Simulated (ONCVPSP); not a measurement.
# Which change was made? (K, ONCV)

ONCVPSP 4.0.1 input, shortened (lines: element, Z, core and valence counts, functional; n l f; lmax; l rc ep ncon nbas qcut; lloc lpopt rc5 dvloc0; l nproj debl; icmod fcfact rcfact), LDA (Perdew-Wang 92), scalar-relativistic:

```
  K 19.00    3    3  -001012      upf
    1    0    2.00
    2    0    2.00
    2    1    6.00
    3    0    2.00
    3    1    6.00
    4    0    1.00
    2
    0    2.45    0.00    3    7    3.90
    1    1.30    0.00    4    8    6.80
    2    2.20    0.07    3    7    3.80
    4    2    0.85    0.00
    0    2    3.90
    1    2    1.80
    2    1    3.20
    3    4.75    1.25
```

Cutoffs, loose and tight: the cutoffs (Ha) at which the residual kinetic energy of the hardest occupied pseudo-wave falls to 1 and 0.1 mHa per electron. They do not see the model core or the augmentation charge, which bear on the density cutoff. Test errors are all-electron minus pseudo excitation energies from the reference, over the configurations 3s2 3p6 4s0; 3s2 3p6 4s0.5; 3s2 3p6 4s0 4p1; 3s2 3p5 4s1; variants that change the core or the reference have their own tests.

The base gives: outcome: generated; cutoff, loose: 12 Ha; cutoff, tight: 34 Ha; bound ghosts: none; GHOST(+) flags above zero: none; largest test error (meV): +22.

(1) After one change the result is: outcome: generated; cutoff, loose: 12 Ha; cutoff, tight: 34 Ha; bound ghosts: s; GHOST(+) flags above zero: d; largest test error (meV): +17. Which change was it?
A. s: qcut 2.5; p: qcut 4.4; d: qcut 2.4
B. s: qcut 5.4; p: qcut 9.4; d: qcut 5.3
C. s: qcut 4.4; p: qcut 7.7; d: qcut 4.3

Results:

(1) A. The others give: s: qcut 4.4; p: qcut 7.7; d: qcut 4.3 → outcome: generated; cutoff, loose: 17 Ha; cutoff, tight: 27 Ha; bound ghosts: none; GHOST(+) flags above zero: none; largest test error (meV): +21 | s: qcut 5.4; p: qcut 9.4; d: qcut 5.3 → outcome: generated; cutoff, loose: 24 Ha; cutoff, tight: 32 Ha; bound ghosts: none; GHOST(+) flags above zero: none; largest test error (meV): +20.
